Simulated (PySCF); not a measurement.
H$_{3}$B$_{3}$O$_{3}$, charge -1, doublet, at a GFN2-xTB geometry (a state made from the parent by changing its charge; the spin is typed, not shown lowest). Base run: MP2/def2-SVP in PySCF.

PySCF was given this input:
```python
from pyscf import gto, scf, mp

mol = gto.Mole()
mol.atom = '''
    B    -0.60728257    1.19685265    0.16902071
    O    -1.40348450    0.03382337    0.16762818
    B    -0.69503032   -1.15694414   -0.09071650
    O     0.61276089   -1.23313937   -0.19279040
    B     1.48170512   -0.05401672   -0.01105707
    O     0.70335584    1.19703216    0.07537462
    H    -1.20229179    2.23220637    0.28760299
    H    -1.36553159   -2.14663289   -0.19559398
    H     2.36980431    0.00323830   -0.82994389
'''
mol.basis = 'def2-svp'
mol.charge = -1
mol.spin = 1
mol.verbose = 3
mol.build()

mf = scf.UHF(mol)
mf.kernel()

pt = mp.MP2(mf, frozen=6)
pt.kernel()
print('E(MP2) = %.10f' % pt.e_tot)
mf.analyze()
```

Variants of this job, named by their change:

```json
[
 {"change": "base", "basis functions": "99", "E (Eh)": "-301.18739", "MP2 correlation (Eh)": "-0.78665", "SCF-reference HOMO (eV)": "-0.95"},
 {"change": "basis = STO-3G", "basis functions": "33", "E (Eh)": "-296.80034", "MP2 correlation (Eh)": "-0.24414", "SCF-reference HOMO (eV)": "2.39"},
 {"change": "basis = 6-31G", "basis functions": "60", "E (Eh)": "-300.99969", "MP2 correlation (Eh)": "-0.51307", "SCF-reference HOMO (eV)": "-1.02"},
 {"change": "basis = 3-21G", "basis functions": "60", "E (Eh)": "-299.48819", "MP2 correlation (Eh)": "-0.50414", "SCF-reference HOMO (eV)": "-0.77"},
 {"change": "basis = pcseg-0", "basis functions": "60", "E (Eh)": "___", "MP2 correlation (Eh)": "___", "SCF-reference HOMO (eV)": "___"},
 {"change": "basis = def2-SV(P)", "basis functions": "90", "E (Eh)": "-301.15740", "MP2 correlation (Eh)": "-0.76277", "SCF-reference HOMO (eV)": "-0.96"},
 {"change": "basis = 6-31G*", "basis functions": "90", "E (Eh)": "-301.36598", "MP2 correlation (Eh)": "-0.74491", "SCF-reference HOMO (eV)": "-0.75"},
 {"change": "basis = pc-1", "basis functions": "99", "E (Eh)": "-301.33331", "MP2 correlation (Eh)": "-0.78436", "SCF-reference HOMO (eV)": "-1.01"},
 {"change": "basis = pcseg-1", "basis functions": "99", "E (Eh)": "-301.33030", "MP2 correlation (Eh)": "-0.78452", "SCF-reference HOMO (eV)": "-1.02"},
 {"change": "basis = cc-pVDZ", "basis functions": "99", "E (Eh)": "___", "MP2 correlation (Eh)": "___", "SCF-reference HOMO (eV)": "___"},
 {"change": "basis = 6-31G**", "basis functions": "99", "E (Eh)": "-301.38965", "MP2 correlation (Eh)": "-0.76511", "SCF-reference HOMO (eV)": "-0.75"},
 {"change": "basis = 6-31+G*", "basis functions": "114", "E (Eh)": "-301.40400", "MP2 correlation (Eh)": "-0.75903", "SCF-reference HOMO (eV)": "-0.97"},
 {"change": "basis = 6-311G**", "basis functions": "___", "E (Eh)": "___", "MP2 correlation (Eh)": "___", "SCF-reference HOMO (eV)": "___"}
]
```

Task: What belongs in the gaps?

Result: 
- basis = pcseg-0, E (Eh): -300.29723
- basis = pcseg-0, MP2 correlation (Eh): -0.51392
- basis = pcseg-0, SCF-reference HOMO (eV): -1.03
- basis = cc-pVDZ, E (Eh): -301.43020
- basis = cc-pVDZ, MP2 correlation (Eh): -0.78993
- basis = cc-pVDZ, SCF-reference HOMO (eV): -0.91
- basis = 6-311G**, basis functions: 126
- basis = 6-311G**, E (Eh): -301.54417
- basis = 6-311G**, MP2 correlation (Eh): -0.84344
- basis = 6-311G**, SCF-reference HOMO (eV): -0.98

Totals compare only among sets that treat the same electrons; sets with core potentials leave the core out.

Open shells are given as the SCF converged; they aren't shown to be the lowest states, and a large step between rows can be another state.
